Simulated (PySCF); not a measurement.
**Electron affinity of Sr by level of theory**

Sr⁻ [Kr] 4d1 5s2 (2D) → Sr [Kr] 5s2 (1S), as a difference of total energies. Calculation: PySCF 2.14, in aug-cc-pVDZ-X2C; the spin-free X2C one-electron Hamiltonian (Gaussian nucleus). Correlated levels: valence: [Kr] frozen. The calculations carry no spin-orbit coupling.

| method | electron affinity (eV) |
| --- | --- |
| UHF | -1.021 |
| MP2 (valence) | -0.966 |
| SCS-MP2 (valence) | -0.973 |
| CCSD (valence) | -0.887 |
| CCSD(T) (valence) | -0.855 |
| CCSDT (valence) | -0.810 |
| FCI (valence) | -0.810 |

The configuration of this anion was assumed by filling the next shell in order. It is not the known or likely ground configuration (Ca⁻, Sr⁻ and Ba⁻, for instance, bind a p electron), so these values are not the electron affinity of the element.

A negative affinity means that the anion lies above the atom at that level of theory.

The coupled-cluster amplitudes are large for Sr⁻ (T1 above 0.03 or a double amplitude above 0.15), so a single reference is strained.
